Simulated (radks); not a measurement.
Initial-state core-level shifts of the dysprosium ion Dy+ when its valence configuration changes from [Xe] 4f10 6s1. Method: non-relativistic Kohn-Sham, LDA (Slater exchange, Perdew-Wang correlation), spin-polarised, spherical densities, point nucleus; open shells are filled with parallel spins first (spin-orbit coupling, left out, can overturn this in heavy ions); relativity is left out, which matters for an element this heavy; computed with a radial shooting solver on a logarithmic mesh with Libxc functionals. Shifts are changes of the shell-averaged eigenvalues in eV (positive: less bound); the change of the density at the nucleus, which sets a Mossbauer isomer shift, is in e/bohr^3, on a base of 2.045e+05.

\begin{tabular}{lrrrrr}
valence & 1s & 2p & 3s & 4d & density at nucleus \\ \hline
4f11 & +8.116 & +8.520 & +9.190 & +8.660 & -15.95 \\
4f8 6s1 6p2 & -23.611 & -24.869 & -26.941 & -24.457 & +28.16 \\
4f8 6p3 & -24.555 & -25.812 & -27.886 & -25.403 & +15.34 \\
4f10 5d0.5 6s0.5 & +1.159 & +1.192 & +1.164 & +1.192 & -4.78 \\
4f9.5 6s1 6p0.5 & -5.397 & -5.659 & -6.094 & -5.660 & +6.04 \\
4f9 6s1 6p1 & -11.157 & -11.717 & -12.648 & -11.656 & +12.83 \\
4f7.5 6s1.5 6p2 & -29.943 & -31.590 & -34.293 & -30.875 & +43.29 \\
4f10 5d1 & +2.251 & +2.312 & +2.262 & +2.317 & -9.20 \\
4f9 6s2 & -10.262 & -10.821 & -11.747 & -10.758 & +22.52 \\
\end{tabular}
